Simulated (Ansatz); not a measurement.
A nudged elastic band was laid between two geometries of CH11AlB2Si2 (17 atoms, charge 0, multiplicity 1).

The calculation used RKS PBE/STO-3G in Ansatz 0.2.0.

| Item | Value |
| --- | --- |
| movable images | 5 |
| climbing image | yes |
| spring | 5.0 eV/Å² |
| optimiser | quadratic models (default) |
| start path | IDPP |
| force threshold | 0.05 eV/Å |
| iteration limit | 60 |
| end points | relaxed |

First end point:

```xyz
17
Properties=species:S:1:pos:R:3
B 0.866 2.013 -1.898
Si 1.579 1.191 -0.295
Si 0.792 -0.944 -0.371
B 1.355 -1.952 1.164
Al -1.515 -0.950 -0.212
C -2.411 0.121 1.106
H -0.244 2.416 -1.932
H 1.465 2.031 -2.916
H 1.075 1.807 0.926
H 3.035 1.185 -0.230
H 1.212 -1.569 -1.621
H 1.343 -1.481 2.246
H 1.623 -3.099 1.089
H -2.326 -1.812 -1.159
H -3.073 -0.497 1.739
H -3.062 0.873 0.625
H -1.730 0.666 1.780
```

Last end point:

```xyz
17
Properties=species:S:1:pos:R:3
B 0.896 2.015 -1.822
Si 1.644 1.153 -0.258
Si 0.795 -0.958 -0.360
B 1.283 -1.977 1.192
Al -1.516 -0.894 -0.289
C -2.433 0.153 1.035
H 1.457 2.039 -2.860
H -0.210 2.434 -1.811
H 1.194 1.755 0.991
H 3.100 1.103 -0.239
H 1.242 -1.592 -1.596
H 1.246 -1.504 2.273
H 1.534 -3.129 1.128
H -2.313 -1.704 -1.291
H -2.995 -0.498 1.728
H -3.177 0.824 0.571
H -1.766 0.780 1.650
```

Task: What changes between the two ends?

Result: No bond is made or broken. The dihedral H7–B1–Si2–Si3 goes from 81 to -92°.

Task: Give the energies along the band, and the barrier.

Result: The run converged. The highest image is number 3 of 0 to 6, 11.3 kJ/mol above the ends, which have the same energy within 2 meV. A vibrational analysis at the climbing image gives one clearly imaginary mode, 177i cm⁻¹: a first-order saddle point. Limits of this set-up: minimal basis.

| image | path coordinate (Å) | energy (kJ/mol) | dihedral H7–B1–Si2–Si3 (°) |
| --- | --- | --- | --- |
| 0 | 0.00 | 0.0 | 81 |
| 1 | 0.78 | 3.0 | 56 |
| 2 | 1.57 | 8.3 | 26 |
| 3 | 2.35 | 11.3 | -5 |
| 4 | 3.18 | 8.4 | -38 |
| 5 | 4.00 | 2.7 | -70 |
| 6 | 4.83 | -0.1 | -92 |

Task: What is the geometry of the highest image?

Result: 
```xyz
17
Properties=species:S:1:pos:R:3:forces:R:3
B 1.039 2.001 -2.098 -0.01 -0.02 0.01
Si 1.608 0.929 -0.554 0.00 0.00 -0.01
Si 0.640 -1.102 -0.336 0.00 0.00 0.00
B 1.168 -2.041 1.250 0.01 -0.02 -0.01
Al -1.640 -0.906 -0.013 0.00 0.01 0.01
C -2.344 0.368 1.241 -0.01 0.01 -0.02
H 0.302 1.590 -2.926 0.00 0.02 -0.01
H 1.430 3.106 -2.247 0.01 0.00 0.01
H 1.404 1.727 0.654 0.00 0.01 0.00
H 3.060 0.788 -0.673 0.00 0.00 0.00
H 0.891 -1.886 -1.542 0.00 0.00 0.00
H 1.268 -1.490 2.289 0.00 0.01 0.00
H 1.296 -3.214 1.267 0.00 0.00 0.01
H -2.598 -1.786 -0.792 0.00 0.00 0.00
H -2.985 -0.127 1.993 0.00 0.00 0.00
H -2.986 1.112 0.735 0.00 -0.01 0.00
H -1.572 0.929 1.792 0.00 0.00 0.00
```

Task: What are the harmonic wavenumbers there?

Result: 177i, 22, 35, 38, 79, 93, 116, 198, 215, 283, 382, 448, 465, 541, 651, 680, 702, 716, 763, 772, 791, 799, 827, 884, 909, 936, 987, 1019, 1052, 1360, 1369, 1450, 1671, 1674, 2419, 2548, 2570, 2584, 2892, 2896, 3026, 3032, 3222, 3378, 3401 cm⁻¹.

Time of the run: 3.2 min on 1 thread of Arm Neoverse V1, with other jobs on the host, peak memory 0.12 GiB.
